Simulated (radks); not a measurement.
The germanium ion Ge3+, [Ar] 3d10 4s1. Method: non-relativistic Kohn-Sham, LDA (Slater exchange, Perdew-Wang correlation), spin-polarised, spherical densities, point nucleus; computed with a radial shooting solver on a logarithmic mesh with Libxc functionals. Every spin shell is full or empty, so the densities are truly spherical. Functionals are evaluated on that one density, not self-consistently. Rank these exchange functionals by their error against the exact value of the orbitals, and give that value: LDA, PBE, revPBE, PW91, PW86, SOGGA, TPSS, SCAN, MS2, Tao-Mo, TASK.

Answer. Exact: -76.5416 hartree. From best to worst, with 100 (|E| - |E exact|)/|E exact| (equal figures are ties): revPBE -0.05, TPSS +0.10, PW91 +0.16, PW86 +0.25, PBE -0.27, MS2 -0.27, SCAN +0.34, Tao-Mo -0.49, TASK -2.42, SOGGA -2.51, LDA -5.69.
